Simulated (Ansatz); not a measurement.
Cartesian coordinates in Å:
```
C 0.830 1.466 -0.026
B 0.508 -0.025 -0.368
F 1.327 -0.673 -1.188
C -0.737 -0.778 0.219
O -0.829 -2.116 -0.213
H 1.817 1.533 0.443
H 0.102 1.937 0.637
H 0.894 2.056 -0.946
H -1.629 -0.188 -0.056
H -0.675 -0.698 1.319
H -1.609 -2.515 0.180
```

Total charge 0; spin multiplicity 1.

Q: List the B3LYP/def2-TZVPP orbital energies in eV (the Gaussian-basis code of Ansatz). (An estimate is asked.)

A: Ansatz gave: Occupied: -671.50, -520.51, -277.70, -276.26, -184.70, -32.75, -27.94, -19.57, -18.57, -14.73, -14.17, -12.76, -12.63, -11.88, -11.66, -10.93, -10.79, -9.69, -8.33, -7.76. Lowest empty: -0.20, 0.33, 0.85, 2.11, 2.39, 2.54, 2.85, 3.03.

B3LYP here is the variant with VWN-RPA as its local correlation; programs differ in this.
